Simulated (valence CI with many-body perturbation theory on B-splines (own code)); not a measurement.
## Te XLVII: E2, E3, M1, M2 decay

Method: valence CI with perturbative core correlation (CI+MBPT): four valence electrons over a frozen Dirac-Fock core [He], radial functions for each j: 11 s, 11 p, 10 d, 8 f, 5 g, 2 h, with the one-electron correlation potential Σ1 (screened to all orders), the two-electron term Σ2, the three-electron term Σ3, Breit, model QED; selected single and double excitations, second order for the rest, scaled by the run's own slope (own B-spline code, finite nucleus).

The last digits are not significant, and no measured levels were compared; by estimate large intervals hold to a few tenths of a per cent, small ones and those within an open d or f shell to about a per cent. Among the levels kept, up to 840 cm⁻¹ of a level comes from second order outside the variational space, and about a tenth of that is noise between levels of different J, which matters for small intervals.

Lines 1 to 50 of 73 in falling wavelength, among levels below 5791.0 eV, chosen from the decays that carry over 1 % of a level's rate. Wavelengths and rates use the calculated energies. Electric multipoles are in the length gauge, E1 and E2 with the static RPA response of the core. Weak lines are less certain than strong ones. Lines between different terms over intervals too small for the method are left out, as are lines whose strength nearly cancels. The highest levels of a list are the least certain.

Levels are named by their leading jj configuration (3d3/2^4 stands for four electrons in 3d with j = 3/2), which in mixed levels can hold well under half, so a name can repeat and another be missing. Letters in brackets count levels of one name in rising energy.

```
λ vac (Å)                           Upper                       Lower  Type   A (s⁻¹)  Branch %
    815.5          (2s^2 2p1/2 2p3/2) J=2      (2s^2 2p1/2 2p3/2) J=1    M1  9.58e+03       5.4
    44.33          (2s^2 2p1/2 2p3/2) J=1          (2s^2 2p1/2^2) J=0    M1  1.45e+08     100.0
    42.54              (2s^2 2p3/2^2) J=2      (2s^2 2p1/2 2p3/2) J=2    M1  1.21e+08      30.1
    42.04          (2s^2 2p1/2 2p3/2) J=2          (2s^2 2p1/2^2) J=0    E2  1.69e+05      94.6
    40.43              (2s^2 2p3/2^2) J=2      (2s^2 2p1/2 2p3/2) J=1    M1  1.24e+08      30.9
    35.92              (2s^2 2p3/2^2) J=0      (2s^2 2p1/2 2p3/2) J=1    M1  3.28e+08      60.9
    3.041          (2s^2 2p3/2 3d5/2) J=4            (2s 2p3/2^3) J=2    E2  6.14e+08       3.0
    2.861          (2s^2 2p3/2 3d5/2) J=4  (2s 2p1/2 2p3/2^2) J=2 [b]    E2  4.10e+08       2.0
    2.837          (2s^2 2p3/2 3p1/2) J=2          (2s^2 2p3/2^2) J=0    E2  5.60e+10       2.5
    2.827          (2s^2 2p1/2 3p1/2) J=1      (2s^2 2p1/2 2p3/2) J=2    E2  1.65e+11      28.3
    2.826          (2s 2p1/2^2 3p1/2) J=0      (2s 2p1/2^2 2p3/2) J=2    E2  3.13e+11      10.9
    2.822          (2s^2 2p3/2 3d5/2) J=4      (2s 2p1/2 2p3/2^2) J=3    E2  1.44e+09       7.0
    2.818      (2s 2p1/2 2p3/2 3p3/2) J=4  (2s 2p1/2 2p3/2^2) J=2 [b]    E2  7.73e+09       2.3
    2.817          (2s^2 2p1/2 3p1/2) J=1      (2s^2 2p1/2 2p3/2) J=1    E2  1.61e+11      27.7
    2.814          (2s^2 2p3/2 3p1/2) J=1          (2s^2 2p3/2^2) J=2    E2  1.72e+11       8.5
    2.812          (2s^2 2p3/2 3p1/2) J=2          (2s^2 2p3/2^2) J=2    E2  2.21e+11      10.0
    2.809          (2s^2 2p1/2 3p1/2) J=0      (2s^2 2p1/2 2p3/2) J=2    E2  3.08e+11      16.2
    2.799          (2s 2p3/2^2 3p1/2) J=0            (2s 2p3/2^3) J=2    E2  1.72e+11      13.2
    2.797          (2s 2p3/2^2 3p3/2) J=4            (2s 2p3/2^3) J=2    E2  4.70e+10      10.5
    2.781      (2s 2p1/2 2p3/2 3p3/2) J=4      (2s 2p1/2 2p3/2^2) J=3    E2  8.70e+10      25.6
    2.778  (2s 2p1/2 2p3/2 3p3/2) J=0 [b]  (2s 2p1/2 2p3/2^2) J=2 [b]    E2  1.55e+11       5.6
    2.774  (2s 2p1/2 2p3/2 3p3/2) J=1 [d]  (2s 2p1/2 2p3/2^2) J=2 [b]    E2  9.18e+10       1.6
    2.768  (2s 2p1/2 2p3/2 3p3/2) J=1 [d]  (2s 2p1/2 2p3/2^2) J=1 [a]    E2  7.45e+10       1.3
    2.766          (2s 2p1/2^2 3p3/2) J=2      (2s 2p1/2^2 2p3/2) J=2    E2  1.05e+11       1.8
    2.765          (2s^2 2p1/2 3p3/2) J=2      (2s^2 2p1/2 2p3/2) J=2    E2  1.10e+11      12.1
    2.765          (2s^2 2p3/2 3p3/2) J=1          (2s^2 2p3/2^2) J=2    E2  9.83e+10       1.2
    2.760      (2s 2p1/2 2p3/2 3p3/2) J=4  (2s 2p1/2 2p3/2^2) J=2 [a]    E2  5.35e+09       1.6
    2.756          (2s^2 2p1/2 3p3/2) J=2      (2s^2 2p1/2 2p3/2) J=1    E2  4.94e+10       5.5
    2.754          (2s 2p3/2^2 3p3/2) J=0            (2s 2p3/2^3) J=2    E2  7.12e+10       3.3
    2.745          (2s^2 2p3/2 3p3/2) J=0          (2s^2 2p3/2^2) J=2    E2  2.74e+11       1.7
    2.735      (2s 2p1/2 2p3/2 3d5/2) J=5      (2s 2p1/2 2p3/2^2) J=3    M2  4.31e+09      30.8
    2.735      (2s 2p1/2 2p3/2 3d5/2) J=5      (2s 2p1/2 2p3/2^2) J=3    E3  1.91e+08       1.4
    2.722  (2s 2p1/2 2p3/2 3p3/2) J=0 [b]  (2s 2p1/2 2p3/2^2) J=2 [a]    E2  5.10e+10       1.9
    2.718          (2s^2 2p3/2 3d5/2) J=4          (2s^2 2p3/2^2) J=2    M2  4.07e+09      19.7
    2.718          (2s^2 2p3/2 3d5/2) J=4          (2s^2 2p3/2^2) J=2    E3  2.76e+08       1.3
    2.642          (2s^2 2p3/2 3d5/2) J=4      (2s 2p1/2^2 2p3/2) J=2    E2  2.37e+09      11.5
    2.611          (2s 2p3/2^2 3p3/2) J=4      (2s 2p1/2 2p3/2^2) J=3    E2  8.17e+10      18.3
    2.606      (2s 2p1/2 2p3/2 3p3/2) J=4      (2s 2p1/2^2 2p3/2) J=2    E2  1.74e+11      51.2
    2.605          (2s 2p3/2^2 3p3/2) J=0  (2s 2p1/2 2p3/2^2) J=2 [b]    E2  1.79e+11       8.3
    2.600  (2s 2p1/2 2p3/2 3p3/2) J=1 [d]      (2s 2p1/2^2 2p3/2) J=1    E2  1.08e+11       1.9
    2.600      (2s 2p3/2^2 3p3/2) J=2 [c]  (2s 2p1/2 2p3/2^2) J=1 [b]    E2  6.80e+10       1.2
    2.598      (2s 2p3/2^2 3p3/2) J=2 [c]  (2s 2p1/2 2p3/2^2) J=2 [b]    E2  6.96e+10       1.2
    2.596          (2s^2 2p3/2 3p3/2) J=1      (2s^2 2p1/2 2p3/2) J=2    E2  1.25e+11       1.5
    2.595          (2s^2 2p1/2 3p3/2) J=2          (2s^2 2p1/2^2) J=0    E2  1.48e+11      16.3
    2.593          (2s 2p3/2^2 3p3/2) J=4  (2s 2p1/2 2p3/2^2) J=2 [a]    E2  1.36e+11      30.4
    2.566      (2s 2p1/2 2p3/2 3d5/2) J=5      (2s 2p1/2^2 2p3/2) J=2    E3  5.00e+08       3.6
    2.555          (2s^2 2p3/2 3d5/2) J=4      (2s^2 2p1/2 2p3/2) J=2    M2  1.52e+09       7.4
    2.555          (2s^2 2p3/2 3d5/2) J=4      (2s^2 2p1/2 2p3/2) J=2    E3  2.08e+08       1.0
    2.547          (2s^2 2p3/2 3d5/2) J=4      (2s^2 2p1/2 2p3/2) J=1    E3  3.33e+08       1.6
    2.497       (2p1/2 2p3/2^2 3d3/2) J=4  (2s 2p1/2 2p3/2^2) J=2 [b]    E2  2.77e+11      17.3
```
